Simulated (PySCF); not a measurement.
**Two-dimensional NMR puzzle**

Compound of formula C₅H₄F₄O. Correlations simulated from computed shifts and couplings:

HSQC (one-bond C–H):
| δH | δC | $^{1}J$(C,H) (Hz) |
| --- | --- | --- |
| 5.19 | 77.1 | 157 |
| 5.01 | 76.2 | 155 |

COSY cross peaks (|J| ≥ 2 Hz):
| δH | δH | abs. J (Hz) | bonds |
| --- | --- | --- | --- |
| 5.19 | 5.01 | 9.0 | 4 |

HMBC (two and three bonds, |J| ≥ 2.5 Hz):
| δH | δC [abs. J in Hz] |
| --- | --- |
| 5.19 | 168.5 [5.6], 110.7 [5.0] |
| 5.01 | 168.5 [7.3], 110.7 [4.5] |

Carbons without hydrogens: δ 168.5, 129.7, 110.7.

[PySCF 2.14.0 with density-fitted response routines: couplings computed with B3LYP/pcJ-1 (spin–dipole term only in couplings to heteroatoms); GIAO PBE0/pcSseg-1 shieldings; geometry: GFN2-xTB; one computed conformer; relativity neglected; one averaged value for each set of equivalent atoms; no solvent]

δ = σ(ref) − σ, references computed at the same level: $^{1}$H (31.72 ppm), $^{13}$C (186.93 ppm) against TMS.

Exchangeable hydrogens are left out of these lists, and C,H couplings along chains are those of one rotamer, so weak HMBC peaks may be missing or extra.

Which molecule is this?

Results:

`FC1=C(C(F)(F)F)COC1`.

Mapped SMILES: `[F:1][C:2]1=[C:3]([C:4]([F:5])([F:6])[F:7])[CH2:8][O:9][CH2:10]1`. Each H is labelled by its parent atom.

1. δC 168.5 is C2, a fully substituted alkene carbon.
2. δC 129.7 is C4, a CF3 carbon.
3. δC 110.7 is C3, a fully substituted alkene carbon.
4. δC 77.1 is C8, an allylic sp3 CH2 bonded to O (δH 5.19).
5. δC 76.2 is C10, an allylic sp3 CH2 bonded to O (δH 5.01).
6. HMBC from δH 5.19 reaches the proton-free carbons C2, C3.
7. HMBC from δH 5.01 reaches the proton-free carbons C2, C3.
8. COSY links 5.19–5.01.

The shifts were computed for this structure.

Common functionals overestimate the size of one-bond C–F couplings by tens of Hz; these are unscaled. Shifts are as computed. Against solution values, carbons near 30 ppm lie about +3 ppm off and those near 130 ppm about +5 ppm. Of 1211 compounds with measured shifts, 218 miss one by over three times the rms of a fit or turn the order of signals round; such compounds aren't used in these exercises.
